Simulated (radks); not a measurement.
Numerical settings for the terbium ion Tb61+, [He] 2s2. Calculated with a radial shooting solver on a logarithmic mesh with Libxc functionals: Dirac Kohn-Sham, PBEsol, spin-unpolarised, spherical densities, point nucleus. The defaults (mesh step 0.008 in ln r, mesh end at 40 bohr or more with all orbitals vanishing there, Anderson mixing 0.5 over 9 steps, residual threshold near 1e-9 with the energy settled to 1e-9 hartree or 1e-11 of itself, here a cap of 77 iterations) give E = -5520.3088 hartree and 2s1/2 at -14352.1 eV in 11 iterations. Run on one thread of a shared host, so times are rough (Arm Neoverse N1): 0.04 s of CPU time, 0.04 s wall, 11 iterations on 2476 mesh points. Changes against that run (0 stands for a change within the tolerance of the run):

setting,iterations,converged,E (mhartree),e(2s1/2) (meV),CPU (s)
mesh step in ln r 0.12,77,no,diverged,-,0.13
mesh step in ln r 0.2,77,no,diverged,-,0.11
mesh step in ln r 0.05,11,yes,0,+0.0387,0.01
mesh end (bohr) 1,11,yes,0,0,0.03
mesh end (bohr) 8,11,yes,0,0,0.03
residual threshold 1e-13,15,yes,0,0,0.05
residual threshold 0.001,6,yes,0,+0.894,0.02
mixing 0.05,13,yes,0,0,0.04
"linear mixing, mixing 0.05",77,no,+0.311,-1.63e+04,0.18
"linear mixing, mixing 1",8,yes,0,0,0.03
mixing history 3,10,yes,0,0,0.03
iteration cap 2,2,no,+399,-5.85e+05,0.01

No run marked as converged misses the energy by more than 1 mhartree. A mesh that ends early acts as a hard wall.
